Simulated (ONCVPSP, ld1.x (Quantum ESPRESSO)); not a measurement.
# Potentials for Pb (Z = 82) compared

Generated with ld1.x 7.5 (TM, RRKJ, ultrasoft, PAW), atompaw 4.2 or ONCVPSP 4.0.1. The cutoff is in Ry: for ld1.x and atompaw files where the sum of valence levels is converged to 10 mRy in a Bessel basis, for ONCV files where the hardest occupied wave has 1 mHa per electron of residual kinetic energy. The error is the largest all-electron minus pseudo excitation energy over each file’s own four to seven test configurations (ionisations up to +4, promotions, holes and added fractions of an electron), all of which were solved. The labels leave out finer settings (local radius, basis sizes, second energies), which also bear on the numbers. Spin-polarised tests are not counted. The rows are a selection from randomly drawn settings: files with unsolved tests, undetermined cutoffs or missed reference levels are left out.

A true bound ghost makes a file unfit for plane-wave use even where its test errors are small: the radial tests pick states by their node count and pass the ghost by.

| potential | cutoff (Ry) | largest error (meV) | bound ghosts |
| --- | --- | --- | --- |
| TM, PBE, scalar-relativistic, rc 1.90/2.60/1.50 (spd), local p, core correction yes, reference 5d10 6s2 6p0.5 | 55 | -279 | none |
| TM, BLYP, scalar-relativistic, rc 2.00/2.35/2.00 (spd), local smoothed, core correction yes, reference 6s2 6p2 | 21 | -535 | d |

Task: Fill in the row for Pb: TM semilocal, revPBE, scalar-relativistic, rc 2.15/2.45/2.05 (spd), local p, core correction no, reference 5d10 6s2 6p2.

Result: cutoff 50 Ry, largest error -105 meV, bound ghosts: none.

Task: Fill in the row for Pb: ONCV, PBE, scalar-relativistic, rc 1.62/1.92/1.20 (spd), local d, core correction no, reference 5s2 5p6 5d10 6s1.5 6p2.5, qcut 7.2/8.4/8.8, projectors 2/3/0.

Result: cutoff 48 Ry, largest error -680 meV, bound ghosts: none.

Task: Fill in the row for Pb: TM, BP86, fully relativistic, rc 1.60/2.45/2.35 (spd), local s, core correction yes, reference 6s1.75 6p2.25.

Result: cutoff 45 Ry, largest error -538 meV, bound ghosts: d3/2, d5/2.
